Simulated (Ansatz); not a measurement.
## Worked example: B(CH3)2(OH) + CH4S → B(CH3)2(SH) + CH4O

Species: B(CH3)2(OH), singlet; CH4S (methanethiol) `CS`, singlet; B(CH3)2(SH), singlet; CH4O (methanol) `CO`, singlet. The partners trade OH for SH: B–OH and C–SH bonds give way to B–SH and C–OH.

Shapes, held fixed at every level: PBE0-D4/def2-TZVP. Programs: Ansatz 0.2.0. The zero-point and thermal change to 298 K, harmonic and unscaled (PBE0-D4/def2-TZVP), is +1.0 kJ/mol.

At CCSD(T)/CBS estimate; 1 Eh = 2625.50 kJ/mol:

```
    species  energy (Eh)
B(CH3)2(OH)  -180.363489
       CH4S  -438.228352
B(CH3)2(SH)  -502.939183
       CH4O  -115.617125
```

**Question.** Work out ΔH(298 K) of the reaction at this level.

**Answer.** 
1. Products less reactants: (-502.939183) + (-115.617125) − [(-180.363489) + (-438.228352)] = 0.035533 Eh = +93.3 kJ/mol.
2. With the thermal change: +93.3 + (+1.0) = +94.3 kJ/mol.

Other levels give +91.6 (CCSD(T)/def2-SVP) to +98.5 kJ/mol (HF/def2-TZVPP). No measured value is set beside it here. The CBS estimate extrapolates MP2 from def2-TZVPP and def2-QZVPP and adds CCSD(T) − MP2 in the triple-zeta set, cores frozen.
